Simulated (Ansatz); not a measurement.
CH₃ClSeSi, SMILES `Cl[SiH]1C[Se]1`. Total charge 0; spin multiplicity 1.

Cartesian coordinates in Å:
```
Cl -1.5725 1.8575 -0.6723
Si -0.1482 0.4018 -0.7393
C 0.1245 -0.6248 0.7481
Se 1.7210 0.5964 0.4170
H -0.1293 -0.1863 -2.0897
H -0.3848 -0.3708 1.6719
H 0.3892 -1.6738 0.6642
```

Q: What are the harmonic wavenumbers in cm⁻¹ at PBE0-D4/def2-TZVP (Ansatz, finite differences of forces, unscaled)? (Estimate.)

A: Computed: 144, 201, 413, 465, 556, 609, 742, 791, 830, 903, 983, 1404, 2286, 3137, 3227.

Q: Is this a minimum?

A: Yes, all 15 modes are real.

Q: Give the ideal-gas thermochemistry at 298.15 K and 1 bar (rigid rotor, harmonic oscillator; point group C1, symmetry number 1).

A: Zero-point energy 99.8 kJ/mol; H(298) − E = 116.2 kJ/mol; entropy 323.0 J/(mol·K), of which translation 172.0, rotation 115.8, vibration 35.2; G(298) − E = 19.9 kJ/mol.

Q: Rotational constants (cm⁻¹)?

A: 0.2356, 0.04526, 0.04181.
